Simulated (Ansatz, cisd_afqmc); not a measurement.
System: Rh, charge 0, quartet.

Total energies in def2-QZVPP, 9 correlated electrons, 4 frozen orbitals. Open shells are spin-unrestricted; no spin-orbit coupling. Correlated methods leave the cores frozen (noble-gas shells, and filled d and f shells in the p block). Past Kr the def2 sets carry scalar-relativistic core potentials. AFQMC/CISD: phaseless, guided by CISD from CCSD amplitudes; bars are statistical, one sigma. Outlying blocks are dropped, and bars are widened where a walk drifts. Over all cases where full CI ran beside it in this data, AFQMC minus full CI had a median of +0.1 mEh and passed +0.4 mEh in a tenth of the cases.

| method | program | energy (Eh) | minus CCSDT(Q) (mEh) |
|---|---|---|---|
| HF | Ansatz | -109.74649 | 267.50 |
| MP2 | Ansatz | -110.01030 | 3.68 |
| CCSD | Ansatz | -110.00234 | 11.64 |
| CCSD(T) | Ansatz | -110.01401 | -0.02 |
| CCSDT(Q) | Ansatz | -110.01399 | 0.00 |
| AFQMC/CISD | cisd_afqmc | -110.0132 ± 0.0006 | 0.7 ± 0.6 |

Ansatz is a program for electronic structure.
